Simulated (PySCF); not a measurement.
C3H6O2Si. Atoms are numbered in the order given.

```xyz
12

O     -2.1132     1.0311    -0.1338
C     -1.0676     0.4524    -0.0970
C     -0.8948    -1.0661     0.0579
C      0.5370    -1.4208     0.5086
Si     1.5076     0.0969    -0.0674
O      0.1301     1.0946    -0.2311
H     -1.1131    -1.4961    -0.9351
H     -1.6805    -1.4336     0.7333
H      0.5954    -1.4930     1.6069
H      0.8878    -2.3788     0.0993
H      2.1832    -0.0466    -1.3842
H      2.4368     0.6922     0.9249
```

Coordinates come from a B3LYP-D3(BJ)/def2-SVP optimisation. The values are those of a single conformer.

Level of theory: TDA-CAM-B3LYP/def2-SVPD in PySCF.

Vertical excitations. 

```csv
state,energy (eV),λ (nm),f,main pairs
S1,5.76,215,0.001,"HOMO→LUMO+2 77 %, HOMO→LUMO+1 15 %"
S2,7.37,168,0.018,"HOMO→LUMO 70 %, HOMO→LUMO+1 19 %"
S3,7.65,162,0.003,HOMO−1→LUMO 86 %
S4,7.94,156,0.017,HOMO−2→LUMO 81 %
S5,7.99,155,0.005,"HOMO→LUMO+1 52 %, HOMO→LUMO 22 %, HOMO→LUMO+2 11 %"
S6,8.28,150,0.021,"HOMO−2→LUMO+1 35 %, HOMO−1→LUMO+1 25 %, HOMO−4→LUMO+2 18 %, HOMO−2→LUMO+2 11 %"
S7,8.35,149,0.020,"HOMO−1→LUMO+1 41 %, HOMO−4→LUMO+2 25 %, HOMO−2→LUMO+2 11 %"
S8,8.45,147,0.177,"HOMO−1→LUMO+2 56 %, HOMO−2→LUMO+1 17 %"
S9,8.53,145,0.024,"HOMO−2→LUMO+1 38 %, HOMO−1→LUMO+2 18 %, HOMO−4→LUMO+2 17 %, HOMO−1→LUMO+1 6 %"
S10,8.77,141,0.038,"HOMO−2→LUMO+2 59 %, HOMO−4→LUMO+2 13 %"
T1,5.22,238,0,"HOMO→LUMO+2 76 %, HOMO→LUMO+1 15 %"
T2,6.14,202,0,"HOMO−1→LUMO+2 51 %, HOMO−3→LUMO+2 13 %, HOMO−1→LUMO+1 9 %"
T3,7.20,172,0,"HOMO−1→LUMO 39 %, HOMO→LUMO 37 %, HOMO→LUMO+1 6 %"
T4,7.27,171,0,"HOMO−1→LUMO 38 %, HOMO→LUMO 35 %, HOMO→LUMO+1 10 %"
```
Triplets are in the Tamm–Dancoff approximation.
